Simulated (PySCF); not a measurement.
**How methods differ on the excitation energy of O⁺**

O⁺ [He] 2s2 2p3 (4S) → O⁺ [He] 2s2 2p2 3d1 (high-spin determinant), as a difference of total energies. Calculation: PySCF 2.14, in aug-cc-pCVQZ-DK; scalar relativity by spin-free X2C-1e. Correlated levels: valence: 1s2 frozen; valence and next inner shell: nothing frozen. The calculations carry no spin-orbit coupling.

```json
{"method": "UHF", "excitation energy (eV)": "30.290"}
{"method": "LDA", "excitation energy (eV)": "30.198"}
{"method": "PBE", "excitation energy (eV)": "29.692"}
{"method": "PBE0", "excitation energy (eV)": "29.989"}
{"method": "r2SCAN", "excitation energy (eV)": "30.358"}
{"method": "M06", "excitation energy (eV)": "30.246"}
{"method": "wB97X", "excitation energy (eV)": "30.331"}
{"method": "B2PLYP", "excitation energy (eV)": "30.272"}
{"method": "MP2 (valence)", "excitation energy (eV)": "30.593"}
{"method": "SCS-MP2 (valence)", "excitation energy (eV)": "30.372"}
{"method": "MP2 (valence and next inner shell)", "excitation energy (eV)": "30.636"}
{"method": "SCS-MP2 (valence and next inner shell)", "excitation energy (eV)": "30.404"}
```

Question: How much does correlation contribute at MP2 (valence and next inner shell)?

Answer: 30.636 − (30.290) = 0.346 eV, measured against UHF.

A first-order spin-orbit estimate (lowest level to lowest level, LS coupling) adds -0.018 eV.

The promoted electron is Rydberg-like, and one or two diffuse shells describe it only roughly, which tends to raise the upper state.

The determinant of the upper state mixes LS terms, which raises its energy above the lowest term, most at the Hartree-Fock and MP2 levels.
